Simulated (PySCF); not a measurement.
C3H6Cl2Si, SMILES C/C=C/[SiH](Cl)Cl. Atoms are numbered in the order given.

```xyz
12

C     -3.7219    -0.2066     0.0000
C     -2.3294     0.3422     0.0000
C     -1.1968    -0.3812     0.0000
Si     0.4624     0.4227     0.0000
Cl     1.5434    -0.1558    -1.6752
Cl     1.5434    -0.1558     1.6752
H     -4.2804     0.1488     0.8834
H     -3.7297    -1.3065     0.0000
H     -4.2804     0.1488    -0.8834
H     -2.2579     1.4395     0.0000
H     -1.2611    -1.4771     0.0000
H      0.3477     1.8994     0.0000
```
Charge 0, spin multiplicity 1.

Geometry: B3LYP-D3(BJ)/def2-SVP. The structure was generated by enumeration; whether it is a known compound was not checked. The values are those of a single conformer.

These are TDDFT-PBE/def2-SVPD run with PySCF values and carry that method's errors.

Vertical excitations. The molecule is in vacuum. State labels are in the subgroup Cs.

```csv
state,symmetry,energy (eV),λ (nm),f,main pairs
S1,A",5.69,218,0.000,HOMO−1→LUMO 98 %
S2,A',5.82,213,0.074,"HOMO−2→LUMO 73 %, HOMO→LUMO 24 %"
S3,A',6.08,204,0.104,"HOMO−3→LUMO 63 %, HOMO→LUMO 20 %, HOMO−2→LUMO 16 %"
S4,A",6.21,200,0.000,HOMO→LUMO+1 99 %
S5,A",6.29,197,0.009,HOMO−4→LUMO 96 %
S6,A',6.53,190,0.274,"HOMO→LUMO 38 %, HOMO−3→LUMO 31 %, HOMO→LUMO+3 17 %, HOMO−2→LUMO 9 %"
S7,A',6.81,182,0.031,HOMO−1→LUMO+1 98 %
S8,A",6.96,178,0.002,HOMO→LUMO+2 98 %
S9,A",7.04,176,0.000,HOMO−5→LUMO 95 %
S10,A",7.16,173,0.001,HOMO→LUMO+4 99 %
T1,A',4.21,295,0,HOMO→LUMO 95 %
T2,A",5.43,228,0,HOMO−1→LUMO 98 %
T3,A',5.78,215,0,HOMO−2→LUMO 97 %
T4,A',6.07,204,0,HOMO−3→LUMO 96 %
```
Triplets are in the Tamm–Dancoff approximation, which puts them higher than full response would, so one can lie above its singlet here.
